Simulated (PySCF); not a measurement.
C7H8NS: g tensor and hyperfine couplings

Species: C7H8NS (doublet state).
Z-matrix (Å and degrees, GFN2-xTB geometry), rows numbered from 1:
```
C 
S   1  1.8125
C   2  1.7495  1  104.29
C   3  1.3823  2  124.06  1     0.47
C   4  1.3840  3  120.41  2  -179.64
C   5  1.4003  4  120.54  3     0.01
C   6  1.3633  5  120.43  4    -0.34
C   7  1.4328  6  121.59  5     0.34
N   8  1.2968  3  125.68  2    -0.30
H   1  1.0859  2  110.10  3   -61.89
H   1  1.0860  2  110.12  3    61.31
H   1  1.0854  2  105.34  3   179.72
H   4  1.0795  3  120.92  2     0.21
H   5  1.0795  4  119.40  3  -179.98
H   6  1.0799  5  119.27  4   179.74
H   7  1.0781  6  122.14  5  -179.79
H   9  1.0184  8  114.18  3     0.12
```

The hyperfine couplings belong to this conformer and change with its torsions.

As a line formula: `CSc1c([NH])cccc1` [radical].

Theory: PySCF 2.14.0, UKS B3LYP, pcH-1 on C H N S, non-relativistic, mean-field spin-orbit, GIAO. The structure is a single GFN2-xTB conformer in the gas phase; no vibrational or solvent corrections. A GFN2-xTB geometry isn't a minimum of the functional, and hyperfine couplings can be far from their values at a DFT geometry. Stability of the SCF solution: not tested. ⟨S²⟩ is 0.784 where a pure state has 0.75.

```json
{
  "g1, g2, g3": "2.00207, 2.00477, 2.00539",
  "g_iso": "2.00408",
  "Form of g": "rhombic: the two nearest values differ by 19 % of g3 − g1",
  "⟨S²⟩": "0.7842 (exact 0.7500)",
  "HOMO–LUMO gap, α and β orbitals": "4.90, 3.22 eV",
  "Total energy": "-724.48472 Eh"
}
```

Hyperfine couplings atom by atom, in MHz; T1 to T3 are the principal values of the dipolar part; ρ(0) is the spin density at the nucleus:

| atom | isotope | a_iso | of which spin–orbit | T1 | T2 | T3 | Mulliken spin population | ρ(0) (bohr⁻³) |
| --- | --- | --- | --- | --- | --- | --- | --- | --- |
| C1 | 13C | -1.5 | 0.0 | -0.3 | -0.1 | 0.4 | 0.00 | -0.0014 |
| S2 | 33S | 1.7 | -0.1 | -9.1 | -6.7 | 15.8 | 0.07 | 0.0053 |
| C3 | 13C | 28.8 | 0.1 | -23.1 | -22.4 | 45.5 | 0.27 | 0.0255 |
| C4 | 13C | -24.6 | 0.0 | -18.1 | 8.1 | 10.0 | -0.15 | -0.0219 |
| C5 | 13C | 29.7 | -0.1 | -26.7 | -24.7 | 51.4 | 0.34 | 0.0265 |
| C6 | 13C | -23.6 | 0.0 | -17.4 | 7.8 | 9.6 | -0.15 | -0.0210 |
| C7 | 13C | 22.6 | 0.0 | -20.8 | -20.1 | 40.9 | 0.28 | 0.0201 |
| C8 | 13C | -38.1 | 0.0 | -19.4 | 6.6 | 12.8 | -0.15 | -0.0339 |
| N9 | 14N | 17.5 | 0.0 | -23.9 | -23.4 | 47.4 | 0.52 | 0.0540 |
| H10 | 1H | 5.0 | 0.0 | -1.1 | -0.8 | 1.8 | 0.00 | 0.0011 |
| H11 | 1H | 4.9 | 0.0 | -1.1 | -0.8 | 1.8 | 0.00 | 0.0011 |
| H12 | 1H | -0.6 | 0.0 | -0.9 | -0.8 | 1.7 | 0.00 | -0.0001 |
| H13 | 1H | 7.4 | 0.0 | -2.8 | -1.1 | 3.9 | 0.01 | 0.0017 |
| H14 | 1H | -21.8 | 0.0 | -13.0 | -0.4 | 13.4 | -0.02 | -0.0049 |
| H15 | 1H | 7.2 | 0.0 | -2.6 | -1.0 | 3.6 | 0.01 | 0.0016 |
| H16 | 1H | -17.7 | 0.0 | -7.5 | -2.2 | 9.7 | -0.01 | -0.0040 |
| H17 | 1H | -33.7 | 0.1 | -27.2 | -5.4 | 32.6 | -0.02 | -0.0076 |

The largest Mulliken spin populations are on N9 (+0.52), C5 (+0.34), C7 (+0.28) and C3 (+0.27). Four atoms exceed +0.15.

N9, the radical centre as drawn in `CSc1ccccc1[NH]`, holds a spin population of +0.52 out of 1.

Axes: g2 points within 5° of the C7–H16 bond.

Under fast tumbling the dipolar parts average out, and these isotropic splittings remain (the largest six): 1 × 1H (H17, I = 1/2, 2 lines) with 1.20 mT, 1 × 1H (H14, I = 1/2, 2 lines) with 0.78 mT, 1 × 1H (H16, I = 1/2, 2 lines) with 0.63 mT, 1 × 14N (N9, I = 1, 3 lines) with 0.62 mT, 1 × 1H (H13, I = 1/2, 2 lines) with 0.26 mT and 1 × 1H (H15, I = 1/2, 2 lines) with 0.26 mT.

Class means assume fast exchange of nuclei equivalent by connectivity; if that motion is slow, each nucleus keeps its own coupling. The three 1H nuclei of mean +3.1 MHz run from -0.6 to 5.0 MHz in the frozen geometry.

The 13C coupling of C8 (-38.1 MHz) shows only in satellite lines or after enrichment, since that isotope makes up about 1.07 % of natural carbon.

The run took 2.2 min of wall time (grids of density and orbitals included) on one thread of an Arm Neoverse V1, shared host with 32 logical CPUs at a one-minute load of 16, and the process peaked at 1.1 GiB of memory.
